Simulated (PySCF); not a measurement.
Delta-SCF ions had no search for a lower state. 

Species: C9H7NSSi, SMILES `N#Cc1cc2sccc2cc1[SiH3]` (charge 0, multiplicity 1).

Task: What is the computed vertical ionisation energy (Delta-SCF), S1 oscillator strength and dipole moment (PySCF 2.14.0 with PBE-D3(BJ)/def2-TZVP // PBE-D3(BJ)/def2-SVP)?

Result: 
| Property | Value |
|---|---|
| vertical ionisation energy (Delta-SCF) | 8.31 eV |
| S1 oscillator strength | 0.080 |
| dipole moment | 5.60 D |
